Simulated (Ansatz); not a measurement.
A structure drawn as `s1p2sp3p1p3s2`, with this starting geometry:

Cartesian coordinates in Å:
```
S 0.159 -1.642 1.137
P -1.006 0.119 1.440
S 0.527 1.569 1.129
P 1.407 0.969 -0.708
P 1.153 -1.263 -0.701
P -0.304 0.031 -1.820
S -1.937 0.217 -0.477
```

Charge 0, multiplicity 1.

(1) Relax it with Ansatz at PBE-D4/def2-SVP and then PBE0-D4/def2-TZVP. Is the drawn bonding still there?

(2) Give the relaxed structure. (An estimate is asked.)

Atoms count as bonded under 1.1 times the sum of their covalent radii (H–H under 0.85 Å, pairs among N, O and F under 1.55 Å), and a drawn bond as lost past 1.3 times.

Answers

(1) Yes, every drawn bond is still there and no new one forms.

(2) The calculation gave: 
Z-matrix (Å, degrees):
```
P
S 1 2.099
S 1 2.099 2 99.6
S 1 2.099 2 99.6 3 101.5
P 2 2.090 1 102.5 3 -50.7
P 3 2.090 1 102.5 2 50.7
P 4 2.090 1 102.5 2 -50.7
```
All modes are real.
